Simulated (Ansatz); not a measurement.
Two isomers of C2H5BSe: A = `CB1C[Se]1`, B = `B[Se]C=C`.

Gas-phase electronic energies from Ansatz, PBE0-D4/def2-TZVP geometries. CBS: MP2 limit from def2 TZ/QZ plus the TZ coupled-cluster correction, frozen cores. DFT in def2-TZVPP. B3LYP here is the variant with VWN-RPA as its local correlation; programs differ in this. For Se outer-core shells are correlated without core-valence functions, which leaves a few kJ/mol of doubt a bond. Scalar relativity is left out up to krypton. One conformer a species, not always the lowest.

Problem. Which is lower in electronic energy at CCSD(T)/CBS, and by how much? (An estimate is asked.)

Solution. Ansatz gave: A, by 79.8 kJ/mol.

Problem. Give E(B) − E(A) in kJ/mol with LDA (SPW92), BLYP-D4, B3LYP, ωB97M-V, B3LYP-D4, CCSD/def2-TZVPP, HF/def2-TZVPP. (Best estimate.)

Solution. The calculation gave: LDA (SPW92) 102.5, BLYP-D4 66.6, B3LYP 73.7, ωB97M-V 83.6, B3LYP-D4 72.7, CCSD/def2-TZVPP 74.3, HF/def2-TZVPP 58.2. None reverses the order clearly.

Problem. Does the order hold for the free energy at 298.15 K (harmonic terms from PBE0-D4)? (Best estimate.)

Solution. Ansatz gave: Yes: G(B) − G(A) = +72.1 kJ/mol, for one conformer each.

Largest T1 diagnostic: 0.013.

From r2SCAN to r2SCAN0 (25 % exact exchange), in def2-TZVPP and without D4, E(B) − E(A) moves by +3.6 kJ/mol. In def2-TZVPP, CCSD(T) changes the Hartree–Fock value by +17.2 kJ/mol (the triples alone add +1.0 kJ/mol) and MP2 by +29.7 kJ/mol.
